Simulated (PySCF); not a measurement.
Exercise with solution: entropy of an ideal gas

Zn(Br)(Me) (CH3BrZn), SMILES [CH3][Zn][Br].

Geometry: B3LYP-D3(BJ)/def2-SVP. The structure was generated by enumeration; whether it is a known compound was not checked.

PySCF 2.14.0 with B3LYP-D3(BJ)/def2-SVP gives the harmonic wavenumbers 104, 104, 282, 569, 701, 701, 1197, 1431, 1431, 3037, 3137, 3137 cm⁻¹ and the rotational temperatures 7.5343, 0.0731, 0.0731 K. The molar mass is 160.32 g/mol, the symmetry number 3, the spin multiplicity 1.

Question: Work out the entropy at 298.15 K and 1 atm in the rigid-rotor, harmonic-oscillator model.

Answer: 
Translation (Sackur–Tetrode at 1 atm): S = R[1.5 ln M + 2.5 ln T − 1.16487] = 172.1 J/(mol K).
Rotation: q = (√π/σ) T^1.5/√(θA θB θC) = 15200, S = R[ln q + 3/2] = 92.5 J/(mol K).
Vibration: with u = 1.4388 ν/T, each mode gives R[u/(e^u − 1) − ln(1 − e^−u)]:
| ν (cm⁻¹) | modes | u | S (J/(mol K)) |
|---|---|---|---|
| 104 | 2 | 0.50 | 28.27 |
| 282 | 1 | 1.36 | 6.37 |
| 569 | 1 | 2.75 | 2.12 |
| 701 | 2 | 3.38 | 2.55 |
| 1197 | 1 | 5.78 | 0.18 |
| 1431 | 2 | 6.91 | 0.13 |
The stiffer modes add less than 0.005 each. Sum 39.6 J/(mol K).
Spin: R ln 1 = 0.0 J/(mol K).
Total 304.2 J/(mol K); the program's own thermochemistry gives 304.2. Translation makes up 57 % and vibration 13 %. Anharmonicity, hindered rotation and orbital degeneracy are left out.
